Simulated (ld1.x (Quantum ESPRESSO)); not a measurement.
## Pseudopotential generation for silicon: TM, PBE, non-relativistic.

ld1.x (Quantum ESPRESSO) 7.5 input, shortened:

```
&input
   title='Si', zed=14., rel=0, dft='PBE', iswitch=3,
   config='[Ne] 3s2 3p2'
 /
 &inputp
   pseudotype=2, tm=.true., lloc=0,
   nlcc=.false.
 /
2
3P  2  1   2.00   0.00  1.38  1.38  0.0
3S  1  0   2.00   0.00  1.68  1.68  0.0
 &test
   configts(1)='3s2 3p2'
 /
```

- Cutoffs needed: 50 Ry and 70 Ry (the cutoffs (Ry, on a coarse ladder) from which the occupation-weighted sum of valence levels, in a spherical-Bessel basis at the reference potential, stays within 10 and 1 mRy of its value at 400 Ry)
- Ghost test: no extra level below or beside the all-electron valence levels (p, s, d, f tested) (spherical-Bessel basis up to 400 Ry, 20 bohr box)
- Largest excitation error: +67 meV (all-electron minus pseudo) for 3s1 3p0, out of 7 test configurations
